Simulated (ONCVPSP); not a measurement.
# Hardness and transferability of assorted potentials

Generated with ld1.x 7.5 (TM, RRKJ, ultrasoft, PAW), atompaw 4.2 or ONCVPSP 4.0.1. The cutoff is in Ry: for ld1.x and atompaw files where the sum of valence levels is converged to 10 mRy in a Bessel basis, for ONCV files where the hardest occupied wave has 1 mHa per electron of residual kinetic energy. The error is the largest all-electron minus pseudo excitation energy over each file’s own four to seven test configurations (ionisations up to +4, promotions, holes and added fractions of an electron), all of which were solved. The labels leave out finer settings (local radius, basis sizes, second energies), which also bear on the numbers. Spin-polarised tests are not counted. The rows are a selection from randomly drawn settings: files with unsolved tests, undetermined cutoffs or missed reference levels are left out.

A true bound ghost makes a file unfit for plane-wave use even where its test errors are small: the radial tests pick states by their node count and pass the ghost by.

| element | potential | cutoff (Ry) | largest error (meV) | bound ghosts |
| --- | --- | --- | --- | --- |
| Ge | ONCV, LDA (Perdew-Zunger), scalar-relativistic, rc 1.05/1.00/0.80 (spd), local smoothed, core correction yes, reference 3s2 3p6 3d10 4s2 4p1, qcut 11.1/15.9/16.1, projectors 2/2/2 | 247 | -144 | none |
| Zr | ONCV, PBE, scalar-relativistic, rc 2.55/2.65/2.55 (spd), local s, core correction yes, reference 4d2 5s2, qcut 2/2.5/6.3, projectors 0/1/3 | 25 | +286 | none |
| Tc | ONCV, LDA (Perdew-Wang 92), scalar-relativistic, rc 1.90/1.25/1.40 (spd), local smoothed, core correction yes, reference 4s2 4p6 4d5 5s2, qcut 6.5/7.5/7.9, projectors 2/2/2 | 57 | -10 | none |
| Pt | ONCV, PBE, scalar-relativistic, rc 1.60/1.85/1.70 (spd), local smoothed, core correction no, reference 5s2 5p6 5d9 6s1, qcut 9/6.2/8, projectors 2/2/3 | 53 | -35 | none |
| Bi | ONCV, LDA (Perdew-Wang 92), scalar-relativistic, rc 1.60/1.30/1.95 (spd), local smoothed, core correction yes, reference 5s2 5p6 5d10 6s2 6p3, qcut 7.7/8.5/7.6, projectors 2/2/1 | 55 | -195 | none |

(1) Fill in the row for Tc: ONCV, PBE, fully relativistic, rc 2.35/2.20/2.35 (spd), local smoothed, core correction yes, reference 4d5.5 5s1.5, qcut 2.4/3.1/8.2, projectors 2/2/3.

Results:

(1) cutoff 37 Ry, largest error -18 meV, bound ghosts: p3/2, p1/2.
